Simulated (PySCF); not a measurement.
C4H11In, triplet, at a GFN2-xTB geometry (such geometries of metal compounds can be far from the true shape) (a higher spin typed on purpose: for a closed-shell molecule this is an excited state) (all electrons, no relativity); B97-1/STO-3G run with PySCF.

The PySCF input:
```python
from pyscf import gto, scf, dft

mol = gto.M(
    atom='''
In    0.250181    0.373080    0.582218
C     1.323347    0.926863   -1.552244
H     2.089061    0.225909   -1.858882
H     1.736971    1.917109   -1.389137
H     0.499351    0.959682   -2.256087
C    -2.076239    0.889574    0.604701
H    -2.645887    0.044082    0.983008
H    -2.348772    1.093043   -0.428519
H    -2.269394    1.766881    1.216920
C     0.268939   -2.040507   -0.545519
C    -0.763179   -2.016036   -1.612128
H    -0.014231   -2.551369    0.368197
H     1.285092   -2.230657   -0.860774
H    -0.424445   -1.443784   -2.473114
H    -1.695807   -1.587840   -1.242239
H    -0.988025   -3.033340   -1.956896
''',
    basis='sto-3g',
    charge=0,
    spin=2,
    verbose=4,
)

mf = dft.UKS(mol)
mf.xc = 'b97-1'
mf.kernel()
```

What the program printed (banner, timings and long lists left out):

```
PySCF version 2.14.0

[INPUT] verbose = 4
[INPUT] num. atoms = 16
[INPUT] num. electrons = 84
[INPUT] charge = 0
[INPUT] spin (= nelec alpha-beta = 2S) = 2
[INPUT] symmetry False subgroup None
[INPUT] Mole.unit = angstrom
[INPUT] Symbol           X                Y                Z      unit          X                Y                Z       unit  Magmom
[INPUT]  1 In     0.250181000000   0.373080000000   0.582218000000 AA    0.472773571570   0.705019022553   1.100232564792 Bohr   0.0
[INPUT]  2 C      1.323347000000   0.926863000000  -1.552244000000 AA    2.500763397765   1.751517224993  -2.933316038499 Bohr   0.0
[INPUT]  3 H      2.089061000000   0.225909000000  -1.858882000000 AA    3.947753147510   0.426906139074  -3.512777877884 Bohr   0.0
[INPUT]  4 H      1.736971000000   1.917109000000  -1.389137000000 AA    3.282399476312   3.622810960939  -2.625088479500 Bohr   0.0
[INPUT]  5 H      0.499351000000   0.959682000000  -2.256087000000 AA    0.943636630028   1.813536146675  -4.263386543192 Bohr   0.0
[INPUT]  6 C     -2.076239000000   0.889574000000   0.604701000000 AA   -3.923523079141   1.681051227534   1.142719277251 Bohr   0.0
[INPUT]  7 H     -2.645887000000   0.044082000000   0.983008000000 AA   -5.000001786547   0.083302907023   1.857615898256 Bohr   0.0
[INPUT]  8 H     -2.348772000000   1.093043000000  -0.428519000000 AA   -4.438535809047   2.065551912373  -0.809783549172 Bohr   0.0
[INPUT]  9 H     -2.269394000000   1.766881000000   1.216920000000 AA   -4.288533128731   3.338921184698   2.299645515506 Bohr   0.0
[INPUT] 10 C      0.268939000000  -2.040507000000  -0.545519000000 AA    0.508221054214  -3.855999385258  -1.030881505747 Bohr   0.0
[INPUT] 11 C     -0.763179000000  -2.016036000000  -1.612128000000 AA   -1.442199294019  -3.809755897264  -3.046480397743 Bohr   0.0
[INPUT] 12 H     -0.014231000000  -2.551369000000   0.368197000000 AA   -0.026892692479  -4.821388652705   0.695791489886 Bohr   0.0
[INPUT] 13 H      1.285092000000  -2.230657000000  -0.860774000000 AA    2.428471924870  -4.215330807844  -1.626627115146 Bohr   0.0
[INPUT] 14 H     -0.424445000000  -1.443784000000  -2.473114000000 AA   -0.802084804941  -2.728356343029  -4.673508134828 Bohr   0.0
[INPUT] 15 H     -1.695807000000  -1.587840000000  -1.242239000000 AA   -3.204610790120  -3.000582729629  -2.347491491254 Bohr   0.0
[INPUT] 16 H     -0.988025000000  -3.033340000000  -1.956896000000 AA   -1.867096654223  -5.732181842688  -3.697997494257 Bohr   0.0

nuclear repulsion = 432.873076363161
number of shells = 34
number of NR pGTOs = 174
number of NR cGTOs = 58
basis = sto-3g
ecp = {}

******** <class 'pyscf.dft.uks.UKS'> ********
method = UKS
initial guess = minao
damping factor = 0
level_shift factor = 0
DIIS = <class 'pyscf.scf.diis.CDIIS'>
diis_start_cycle = 1
diis_space = 8
diis_damp = 0
SCF conv_tol = 1e-09
SCF conv_tol_grad = None
SCF max_cycles = 50
direct_scf = True
direct_scf_tol = 1e-13
number electrons alpha = 43  beta = 41
XC library pyscf.dft.libxc version 7.1.2
    S. Lehtola, C. Steigemann, M. J. T. Oliveira, and M. A. L. Marques,  SoftwareX 7, 1–5 (2018)
XC functionals = b97-1
    F. A. Hamprecht, A. J. Cohen, D. J. Tozer, and N. C. Handy,  J. Chem. Phys. 109, 6264 (1998)
radial grids:
    Treutler-Ahlrichs [JCP 102, 346 (1995); DOI:10.1063/1.469408] (M4) radial grids

becke partition: Becke, JCP 88, 2547 (1988); DOI:10.1063/1.454033
pruning grids: <function nwchem_prune>
grids dens level: 3
symmetrized grids: False
atomic radii adjust function: <function treutler_atomic_radii_adjust>
small_rho_cutoff = 0
Set gradient conv threshold to 3.16228e-05
tot grids = 186240
init E= -5826.46028663052

cycle= 1 E= -5841.37474396047  delta_E= -14.9  |g|= 0.417  |ddm|= 3.22

cycle= 2 E= -5841.09177766567  delta_E= 0.283  |g|= 0.558  |ddm|= 2.09
cycle= 3 E= -5841.53973156636  delta_E= -0.448  |g|= 0.254  |ddm|= 1.81
cycle= 4 E= -5841.59079585624  delta_E= -0.0511  |g|= 0.0769  |ddm|= 0.343
cycle= 5 E= -5841.59871848952  delta_E= -0.00792  |g|= 0.0212  |ddm|=  0.2
cycle= 6 E= -5841.59928610535  delta_E= -0.000568  |g|= 0.0134  |ddm|= 0.0835
cycle= 7 E= -5841.59941952003  delta_E= -0.000133  |g|= 0.00498  |ddm|= 0.0289
cycle= 8 E= -5841.59944303467  delta_E= -2.35e-05  |g|= 0.0018  |ddm|= 0.0106
cycle= 9 E= -5841.59944643238  delta_E= -3.4e-06  |g|= 0.000762  |ddm|= 0.00475
cycle= 10 E= -5841.59944718136  delta_E= -7.49e-07  |g|= 0.000348  |ddm|= 0.00313
cycle= 11 E= -5841.59944730919  delta_E= -1.28e-07  |g|= 0.000122  |ddm|= 0.000831
cycle= 12 E= -5841.59944733234  delta_E= -2.31e-08  |g|= 3.63e-05  |ddm|= 0.00049
cycle= 13 E= -5841.59944733577  delta_E= -3.44e-09  |g|= 1.35e-05  |ddm|= 0.000217
cycle= 14 E= -5841.59944733643  delta_E= -6.62e-10  |g|= 6.45e-06  |ddm|= 0.000107
Extra cycle  E= -5841.59944733653  delta_E= -9.91e-11  |g|= 5.69e-06  |ddm|= 3.42e-05
converged SCF energy = -5841.59944733653  <S^2> = 2.0102854  2S+1 = 3.0068491
```
